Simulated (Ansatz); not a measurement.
Species: C3H11OSi, charge 1, multiplicity 1. It need not be the lowest isomer of its formula. SMILES: C[Si](C)(C)[OH2+]
Coordinates optimised at B3LYP-D3(BJ)/def2-TZVP (Ansatz, a quantum-chemistry and plane-wave program):
```xyz
16

Si     0.0179     0.0582    -0.1797
C      1.8486     0.2498    -0.2694
C     -0.6996    -1.3429    -1.1395
C     -0.9911     1.5989    -0.1159
O     -0.1504    -0.5010     1.6219
H      2.1147     0.5923    -1.2737
H      2.3759    -0.6932    -0.1093
H      2.2199     0.9916     0.4391
H     -0.6438    -1.1042    -2.2059
H     -1.7513    -1.5121    -0.9016
H     -0.1493    -2.2733    -0.9882
H     -2.0373     1.4035     0.1293
H     -0.9816     2.0634    -1.1063
H     -0.5881     2.3257     0.5909
H      0.4412    -1.1588     2.0195
H     -0.9955    -0.4762     2.0972
```
Charge +1, spin multiplicity 1.

Parts of the frozen-core correlation energy in cc-pwCVTZ (Ansatz, hartree). Frozen orbitals: 9; correlated occupied orbitals by spin: 16 and 16; virtual: 360 and 360. Spin-orbit coupling is left out. Non-relativistic.

```tsv
term	value
reference (HF)	-483.72989
MP2 opposite-spin	___
MP2 same-spin	-0.20207
CCSD correlation	___
(T)	___
T1 diagnostic	0.009
largest doubles amplitude	0.019
```

Complete the blanks.


- MP2 opposite-spin, value: -0.71042
- CCSD correlation, value: -0.96603
- (T), value: -0.03530
